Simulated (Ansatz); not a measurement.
C3H6OSi can be A, `C=C1[SiH2]C1O`, or B, `OC#CC[SiH3]`.

Calculated with Ansatz (gas phase, PBE0-D4/def2-TZVP geometries, no zero-point term in ΔE). CCSD(T)/CBS is the MP2 limit (def2-TZVPP, def2-QZVPP) plus CCSD(T) − MP2 in def2-TZVPP, frozen cores. Functionals use def2-TZVPP. B3LYP here is the variant with VWN-RPA as its local correlation; programs differ in this. One conformer a species, not always the lowest.

Which isomer does CCSD(T)/CBS put lower? Give the gap. (Estimate.)

Computed: B, by 19.8 kcal/mol.

Give E(B) − E(A) in kcal/mol with HF/def2-TZVPP, B3LYP-D4, CCSD/def2-TZVPP, B3LYP, r2SCAN-D4, B2PLYP, CCSD(T)/def2-TZVPP. (Estimate.)

Ansatz gave: HF/def2-TZVPP -40.7, B3LYP-D4 -17.0, CCSD/def2-TZVPP -25.1, B3LYP -19.0, r2SCAN-D4 -13.4, B2PLYP -20.5, CCSD(T)/def2-TZVPP -19.6. None reverses the order clearly.

Largest T1 diagnostic: 0.023.

In def2-TZVPP, CCSD(T) changes the Hartree–Fock value by +21.1 kcal/mol (the triples alone add +5.5 kcal/mol) and MP2 by +18.0 kcal/mol. The D4 term adds +2.0 kcal/mol with B3LYP and +1.0 kcal/mol with PBE0; it sums over pairs of atoms, weighted by their polarisabilities, and B3LYP, whose exchange is more repulsive, gets the larger term.
